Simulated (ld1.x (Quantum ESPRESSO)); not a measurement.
## Pd, RRKJ: configuration errors across variants

- Element: Pd
- Generator: ld1.x (Quantum ESPRESSO) 7.5
- Type: norm-conserving RRKJ (Kleinman–Bylander form)
- Functional: PBE
- Relativity: scalar-relativistic
- Frozen core: [Ar] 3d10 4s2
- Valence charge: 16
- Reference configuration: 4p6 4d10 5s0 5p0
- Partial waves: 4p (bound): rc 1.35 bohr; 4d (bound): rc 1.35 bohr; 5s (bound, empty): rc 2.45 bohr
- Local potential: the s channel
- Core correction: a·sin(br)/r model core inside 0.65 bohr
- rho0: 0.001

All-electron excitation energies from the reference (eV): (1) 4p6 4d9 5s0 5p0 9.115; (2) 4p6 4d8 5s0 5p0 29.934; (3) 4p6 4d7 5s0 5p0 64.293; (4) 4p6 4d9.5 5s0 5p0 3.234; (5) 4p5 4d10 5s0 5p0 57.165; (6) 4p6 4d6 5s0 5p0 113.639; (7) 4p6 4d9 5s0 5p1 5.239.

Errors AE − PS in meV (a dash: test not solved or not reliable):

```csv
change,(1),(2),(3),(4),(5),(6),(7),bound ghosts
base,-49,-284,-797,-9.2,-245,-1611,-490,none
core correction none,-47,-271,-758,-8.7,-231,-1522,-489,none
core correction a·sin(br)/r model core inside 0.58 bohr,-49,-284,-797,-9.2,-245,-1611,-490,none
core correction a·sin(br)/r model core inside 0.74 bohr,-49,-284,-798,-9.1,-244,-1614,-490,none
core correction a·sin(br)/r model core inside 0.86 bohr,-49,-284,-799,-9.1,-243,-1616,-490,none
core correction a·sin(br)/r model core inside 1.20 bohr,-49,-284,-798,-9.2,-238,-1614,-490,none
core correction a·sin(br)/r model core inside 1.28 bohr,-49,-284,-798,-9.1,-237,-1612,-490,none
core correction a·sin(br)/r model core inside 1.46 bohr,-49,-284,-796,-9.1,-235,-1605,-490,none
core correction a·sin(br)/r model core inside 1.58 bohr,-49,-283,-794,-9.2,-234,-1598,-490,none
```

(1) Give the same row for: core correction a·sin(br)/r model core inside 0.98 bohr.

Answers

(1) -49, -284, -799, -9.1, -241, -1615, -490; bound ghosts: none.
